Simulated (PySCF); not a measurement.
Mapped SMILES: `[NH2:1][C@@H:2]1[CH:3]=[CH:4][S@@:5](=[O:6])[CH2:7][CH2:8]1`. Each H is labelled by its parent atom. Ha(C7), Ha(C8) are cis to N1 on the ring; Hb(C7), Hb(C8) are trans to N1 on the ring.

Geometry: GFN2-xTB; GIAO shifts from PySCF, gas phase, non-relativistic, averaged over equivalent atoms.

At OPBE/6-31G* (134 basis functions, 64 s wall time on 1 thread of an Arm Neoverse N1, shared host):
| atoms | δ (ppm) |
| --- | --- |
| N1 | 40.8 |
| C4 | 133.0 |
| C3 | 125.0 |
| C2 | 52.1 |
| C7 | 52.0 |
| C8 | 32.6 |
| O6 | 35.9 |
| H(C3) | 6.35 |
| H(C4) | 6.32 |
| H(C2) | 3.77 |
| Ha(C7) | 2.98 |
| Hb(C7) | 2.83 |
| Hb(C8) | 2.01 |
| Ha(C8) | 1.49 |
| H(N1) | 0.23 |

Referencing at the same level of theory: NH3 for ¹⁵N (σ = 258.75 ppm); ¹³C (σ = 196.15 ppm), ¹H (σ = 32.39 ppm) against TMS; H2O for ¹⁷O (σ = 321.19 ppm).

**Question.** What do these become at PBE0/pcSseg-1?

**Answer.** 
```
 atoms  δ at PBE0/pcSseg-1  change
    N1                56.5   +15.7
    C4               151.3   +18.3
    C3               143.5   +18.5
    C2                55.0    +2.9
    C7                58.3    +6.3
    C8                36.4    +3.8
    O6                56.6   +20.7
 H(C3)                6.51   +0.16
 H(C4)                6.59   +0.27
 H(C2)                3.62   -0.15
Ha(C7)                3.20   +0.22
Hb(C7)                2.78   -0.05
Hb(C8)                2.09   +0.08
Ha(C8)                1.17   -0.32
 H(N1)                0.61   +0.38
```

Shifts are taken against calculated references (same method and geometry level): ¹⁵N (σ = 267.73 ppm) against NH3; ¹³C (σ = 186.93 ppm) and ¹H (σ = 31.72 ppm) against TMS; ¹⁷O (σ = 336.08 ppm) vs H2O.

The largest change is at O6 (S=O oxygen). Cost: 188 basis functions, 67 s wall time on 1 thread of an Arm Neoverse N1, shared host. The order of the carbon signals changes between the two levels.

Experimental scales use liquid or dissolved standards, which lie at an offset from isolated NH3 (liquid NH3: subtract about 20 ppm) and H2O (liquid H2O: subtract about 36 ppm).
